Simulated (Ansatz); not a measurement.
C₂H₉SbSi, SMILES `CC[SiH2][SbH2]`. Charge 0, multiplicity 1. Correlated methods include outer-core shells of Sb, which these sets cover unevenly. Sb takes the def2 core potential.

Cartesian coordinates in Å:
```
C 1.0949 0.0260 -1.3506
C 0.2814 -1.0565 -0.6493
Si -1.0343 -0.3828 0.5142
Sb 0.0610 1.0299 2.3736
H 1.8256 -0.4048 -2.0394
H 0.4536 0.6972 -1.9277
H 1.6455 0.6420 -0.6344
H 0.9377 -1.7193 -0.0754
H -0.2239 -1.6916 -1.3854
H -1.7579 -1.5026 1.1801
H -2.0280 0.4229 -0.2489
H -1.4701 1.5629 2.9097
H 0.2145 2.3767 1.3332
```

Give the diagnostics of a CCSD(T)/def2-TZVPP run (frozen core, the Gaussian-basis code of Ansatz). (An estimate is asked.)

Computed: T1 = 0.0122, largest single amplitude 0.021, largest double 0.040, (T) share of the correlation energy 3.3 %, 9 CCSD cycles. The RHF solution is stable towards an unrestricted one. T1 lies under the customary mark of 0.02 for closed shells.
